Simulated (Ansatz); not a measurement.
Molecule: ZnCl2, net charge 0, singlet state. 
Structure (B3LYP-D3(BJ)/def2-TZVP (Ansatz, an electronic-structure program) minimum search):
```
Zn
Cl 1 2.0983
Cl 1 2.0983 2 180.00
```
Charge 0, spin multiplicity 1.

Quantity: atomisation energy (electronic, to ground-state atoms), in kJ/mol. Cores are frozen in the correlated levels unless marked. UHF or UKS for open shells. No spin-orbit coupling. The frozen core is the preceding noble-gas configuration, with the filled d and f shells of earlier blocks. No relativistic terms. The coupled-cluster limit lacks core correlation, which all-electron functionals hold. CBS(X,Y): correlation extrapolated as X^-3; Hartree-Fock from the larger set. [CCSD(T)-MP2]/basis is that difference in the basis named.

```tsv
level	program	atomisation energy (kJ/mol)
HF/6-31G*	Ansatz	523.0
```

### Question
Estimate the value at RI-MP2/CBS(def2-TZVPPD,def2-QZVPPD)+[CCSD(T)-MP2]/def2-TZVPPD as computed with Ansatz.

### Answer
654.2 kJ/mol, so HF/6-31G* differs from it by -131.2 kJ/mol.
